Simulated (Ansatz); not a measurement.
C₂H₆BBrS (`CC(Br)BS`) at its PBE0-D4/def2-TZVP geometry, where that method's forces vanish. Charge 0, multiplicity 1.

```xyz
11

C    -1.0824    0.6977    0.0043
C    -0.3852   -0.6322    0.1093
Br   -0.4627   -1.5906   -1.6256
B     1.1694   -0.7256    0.3049
S     2.3278    0.6010    0.0692
H    -2.1425    0.5777   -0.2245
H    -0.6437    1.3275   -0.7718
H    -0.9976    1.2227    0.9615
H    -0.9128   -1.3042    0.7862
H     1.6575   -1.7576    0.6494
H     1.4720    1.5837   -0.2629
```

**Question.** What forces (eV/Å) does r2SCAN-D4/def2-TZVPP give on these atoms in Ansatz? (An estimate is asked.)

**Answer.** Ansatz gave: 
```
C1  -0.072  0.093 -0.030
C2   0.041  0.051  0.272
Br3 -0.028 -0.144 -0.265
B4   0.015 -0.091  0.034
S5   0.070  0.051 -0.003
H6   0.013  0.008  0.005
H7  -0.004 -0.010  0.012
H8   0.005 -0.008 -0.005
H9  -0.014  0.005 -0.005
H10 -0.012  0.027 -0.011
H11 -0.014  0.019 -0.004
```
